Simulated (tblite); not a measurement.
C₆H₁₂O₂SSi.
Z-matrix (Å and degrees, GFN2-xTB geometry), rows numbered from 1:
```
C 
S   1  1.8464
O   2  1.4677  1  105.77
C   2  1.8450  1   95.69  3   107.22
C   4  1.5264  2  108.13  1   163.51
C   5  1.5314  4  108.12  2    78.69
C   6  1.4990  5  111.93  4   169.85
O   7  1.1982  6  126.15  5   131.49
C   6  1.5382  5  107.68  4    50.76
Si  9  1.9042  6  104.94  5   -38.23
H   1  1.0840  2  108.32  3   179.58
H   1  1.0839  2  109.88  3   -58.79
H   1  1.0849  2  107.30  3    60.86
H   4  1.0880  2  106.58  1    44.35
H   5  1.0946  4  109.53  2  -162.50
H   5  1.0932  4  111.20  2   -43.16
H   6  1.0927  5  109.80  4   -68.14
H   7  1.1122  6  113.02  5   -50.37
H   9  1.0870  6  110.42  5  -161.43
H   9  1.0919  6  109.76  5    80.65
H  10  1.4697  4  108.03  2   141.49
H  10  1.4542  4  115.61  2    17.46
```

Level: GFN2-xTB in tblite, geometry and Hessian alike; calculated harmonic values, unscaled, isolated species. The method is semi-empirical: single wavenumbers can be off by several per cent or more. Modes of hydrogen on silicon can be 10 to 20 % off. One conformer, not necessarily the lowest.

Harmonic wavenumbers (cm⁻¹): 35.3, 56.2, 69.7, 90.8, 139.1, 156.8, 195.1, 236.6, 292.3, 312.6, 348.5, 358.5, 392.6, 469.6, 509.0, 514.0, 569.0, 637.2, 668.3, 684.5, 751.2, 759.0, 782.6, 789.3, 876.6, 882.7, 905.9, 909.9, 984.2, 1024.1, 1058.9, 1083.9, 1100.8, 1115.2, 1134.7, 1188.1, 1197.8, 1215.2, 1270.8, 1283.1, 1292.6, 1331.6, 1392.2, 1440.4, 1453.8, 1467.5, 1483.0, 1791.3, 2227.6, 2360.6, 2712.0, 2940.4, 2964.4, 2966.1, 2984.1, 2989.9, 3028.4, 3053.1, 3066.9, 3072.0.

A = 1757, B = 638.6, C = 559.9 MHz; mass 176.033 u (most abundant isotopes); point group C1, symmetry number 1.

Question: What is the zero-point energy?

Answer: Half the sum of the wavenumbers: 36534 cm⁻¹ = 104.45 kcal/mol.

Question: Give the ideal-gas entropy at 400 K and 1 bar in the rigid-rotor, harmonic-oscillator model (classical rotation).

Answer: Translation 42.89, rotation 31.49, vibration 52.65: S = 127.0 cal/(mol K).

Question: And Cp and H(400 K) − H(0)?

Answer: Cp = 59.55 cal/(mol K), of which vibrations give 51.60 (their classical limit is 60 R = 119.2); H(400 K) − H(0) = 13.87 kcal/mol without the zero-point energy, 10.69 from vibrations.

Question: Blend soft modes into free rotors: weight 1/[1 + (100 cm⁻¹/ν̃)⁴] for the oscillator and the rest for a rotor with moment μB/(μ + B), μ = h/(8π²ν), B = 10⁻⁴⁴ kg m². What vibrational entropy results?

Answer: 47.68 cal/(mol K) in place of 52.65, which changes −T·S at 400 K by +1.99 kcal/mol.

Question: How do the functions run with temperature in this model?

Answer: 
| T (K) | S (cal/(mol K)) | Cp (cal/(mol K)) | H − H(0) (kcal/mol) | G − H(0) (kcal/mol) | ln q(vib) |
| --- | --- | --- | --- | --- | --- |
| 50 | 63.0 | 15.4 | 0.56 | -2.59 | 0.93 |
| 100 | 75.8 | 22.2 | 1.51 | -6.07 | 2.68 |
| 298.15 | 111.3 | 47.5 | 8.40 | -24.80 | 9.60 |
| 373.15 | 123.0 | 56.6 | 12.31 | -33.59 | 12.14 |
| 500 | 141.4 | 69.4 | 20.33 | -50.37 | 16.38 |
| 750 | 173.1 | 86.8 | 40.03 | -89.81 | 24.32 |
| 1000 | 199.7 | 98.0 | 63.23 | -136.51 | 31.60 |

q(vib) and H(0) count from the zero-point level.

Hindered rotation and anharmonicity are outside this model. Other conformers, if any are populated, would add a mixing term that is left out. The structure is chiral; the term R ln 2 for an equal mix with its mirror image is left out.
